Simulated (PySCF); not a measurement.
C2H6BO2, SMILES CO[B]OC, multiplicity 2.

Coordinates come from a PBE-D3(BJ)/def2-SVP optimisation. The isomer is the one that the SMILES or the coordinates give; other isomers of the formula were not compared. The values are those of a single conformer.

Calculation: PBE-D3(BJ)/def2-SVP (PySCF).

No scaling factor is applied to the harmonic values.

Computed harmonic wavenumbers and intensities:
```
mode  ν (cm⁻¹)  IR (km/mol)  moving atoms (share of kinetic energy)
----  --------  -----------  --------------------------------------
1           48          0.1                                  H 95 %
2           83          0.4                                  H 90 %
3          121          5.1                  O 56 %, H 22 %, C 21 %
4          172          7.6          C 46 %, H 28 %, O 17 %, B 10 %
5          296          3.6                  O 46 %, C 30 %, H 20 %
6          323          1.4                          B 60 %, O 32 %
7          558         17.0          O 59 %, B 16 %, C 15 %, H 10 %
8          926          0.8                  C 41 %, B 29 %, O 22 %
9          998         90.8                  O 37 %, C 36 %, B 19 %
10        1116          8.0                  H 64 %, C 21 %, O 10 %
11        1125          0.5                          H 77 %, C 18 %
12        1138         26.8                          H 71 %, C 20 %
13        1145          0.1                          H 77 %, C 19 %
14        1246         63.8          O 52 %, B 18 %, C 18 %, H 12 %
15        1349        317.0          H 58 %, B 20 %, C 12 %, O 10 %
16        1406          3.2                           H 89 %, C 8 %
17        1418          3.2                                  H 97 %
18        1419          3.8                                  H 96 %
19        1420          2.7                                  H 96 %
20        1428         12.1                                  H 92 %
21        1500        332.4                  B 42 %, H 31 %, O 26 %
22        2951         76.0                                  H 98 %
23        2963         40.1                                  H 98 %
24        3047         22.5                          H 90 %, C 10 %
25        3047         17.1                          H 90 %, C 10 %
26        3058         21.2                          H 90 %, C 10 %
27        3067         14.5                          H 90 %, C 10 %
```
